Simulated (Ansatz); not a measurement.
Molecule: CF2I (charge 0, doublet). It need not be the lowest isomer of its formula. 
Geometry from a B3LYP-D3(BJ)/def2-TZVP (Ansatz, a program for electronic structure) optimisation:
SMILES: F[C](F)I
```xyz
4

C     -1.3480     0.0398    -0.0610
F     -1.9141    -0.3241     1.0767
F     -1.8289    -0.6957    -1.0484
I      0.7882     0.1687     0.0021
```
Charge 0, spin multiplicity 2.

Wanted: vertical ionisation energy (to the singlet state of charge +1; each state is the SCF solution reached for its spin; for the singlet the Hartree-Fock reference is unstable and T1 is 0.029), in eV. Cores are frozen in the correlated levels unless marked. UHF or UKS for open shells. No spin-orbit coupling. Frozen are the shells of the preceding noble gas and the d and f shells that filled before the atom's block. In def2 rows, elements after Kr have scalar-relativistic effective core potentials. CBS(X,Y): correlation extrapolated as X^-3; Hartree-Fock from the larger set. [CCSD(T)-MP2]/basis is that difference in the basis named.

```
level                                                        program  vertical ionisation energy (eV)
-----------------------------------------------------------  -------  -------------------------------
SVWN5/def2-TZVPD                                              Ansatz                             9.08
PBE/def2-TZVPD                                                Ansatz                             8.98
r2SCAN/def2-TZVPD                                             Ansatz                             9.31
B3LYP/def2-TZVPD                                              Ansatz                                …
PBE0/def2-TZVPD                                               Ansatz                             9.39
BHLYP/def2-TZVPD                                              Ansatz                             9.60
CAM-B3LYP/def2-TZVPD                                          Ansatz                                …
wB97M-V/def2-TZVPD                                            Ansatz                             9.21
wB97X-V/def2-TZVPD                                            Ansatz                                …
B2PLYP/def2-TZVPD                                             Ansatz                                …
SCS-MP2/def2-SVPD                                             Ansatz                             9.20
CCSD/def2-SVPD                                                Ansatz                             9.28
RI-MP2/CBS(def2-TZVPPD,def2-QZVPPD)+[CCSD(T)-MP2]/def2-SVPD   Ansatz                             9.23
```

Problem. Complete the blanks.

Solution. 
- B3LYP/def2-TZVPD, vertical ionisation energy (eV): 9.33
- CAM-B3LYP/def2-TZVPD, vertical ionisation energy (eV): 9.49
- wB97X-V/def2-TZVPD, vertical ionisation energy (eV): 9.35
- B2PLYP/def2-TZVPD, vertical ionisation energy (eV): 9.22
